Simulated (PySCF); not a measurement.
C₃H₆FNSi, SMILES C1C=CN1[SiH2]F. Atoms are numbered in the order given.

```xyz
12

F      1.9991    -0.1144     1.2210
Si     1.3754     0.0448    -0.2927
N     -0.3509     0.0063    -0.3580
C     -1.3560    -0.9917    -0.3179
C     -2.3937    -0.1575    -0.0336
C     -1.4169     1.0052    -0.0233
H      1.8031     1.3889    -0.7908
H      1.8736    -1.1182    -1.0915
H     -1.2013    -2.0679    -0.4935
H     -3.4749    -0.2541     0.1000
H     -1.2514     1.5021     0.9565
H     -1.5406     1.7723    -0.8173
```
Charge 0, spin multiplicity 1.

Geometry: PBE-D3(BJ)/def2-SVP. The structure was generated by enumeration, and PubChem lists no compound with its InChIKey, so it may never have been made. Other conformers were not sampled.

Two levels are set side by side: PBE/pcSseg-1 (PySCF) and KT2/pcSseg-1 (PySCF). GIAO shifts against CFCl3 (¹⁹F), NH3 (¹⁵N), TMS (²⁹Si), TMS (¹H), TMS (¹³C) at the same level; non-relativistic, no solvent, atoms listed together averaged. Differences are taken from unrounded values.

```csv
quantity,KT2,PBE,PBE minus KT2
δ(¹⁹F) of F1 (ppm),-181.1,-175.5,5.6
δ(²⁹Si) of Si2 (ppm),-32.1,-34.1,-2.0
δ(¹⁵N) of N3 (ppm),138.8,143.7,4.9
δ(¹³C) of C4 (ppm),146.7,152.5,5.8
δ(¹³C) of C5 (ppm),110.1,115.9,5.7
δ(¹³C) of C6 (ppm),66.9,66.7,-0.2
δ(¹H) of H9 (ppm),7.18,7.15,-0.03
δ(¹H) of H10 (ppm),5.89,5.97,0.08
```

Rough cost on one machine, each run with all the roots and properties that it gave: KT2 against PBE within a factor of 2.
